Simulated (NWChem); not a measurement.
System: 1,3,5-triazine (C3H3N3); SMILES c1ncncn1

Input file for NWChem:

```
start job
memory heap 200 mb stack 900 mb global 1100 mb
geometry units angstroms noautoz
  C     -0.381641    -1.232895     0.000000
  N     -1.331017    -0.302408     0.000000
  C     -0.876898     0.946958     0.000000
  N      0.403615     1.303899     0.000000
  C      1.258539     0.285937     0.000000
  N      0.927402    -1.001491     0.000000
  H     -0.705802    -2.281271     0.000000
  H     -1.622738     1.751878     0.000000
  H      2.328540     0.529393     0.000000
end
basis spherical
  * library 6-311++g**
end
dft
  xc b3lyp
  iterations 150
  mulliken
end
task dft energy
```

Structure relaxed at the PBE0/def2-SVP level.

### Question
What results follow from this input? (B3LYP/6-311++G** (spherical d).) Quantities: basis functions; energy (Ha); highest occupied level (eV); orbital gap (eV).

### Answer
```json
{
  "number_of_basis_functions": "153",
  "energy (Ha)": "-280.44",
  "highest occupied level (eV)": "-7.92",
  "orbital gap (eV)": "5.95"
}
```
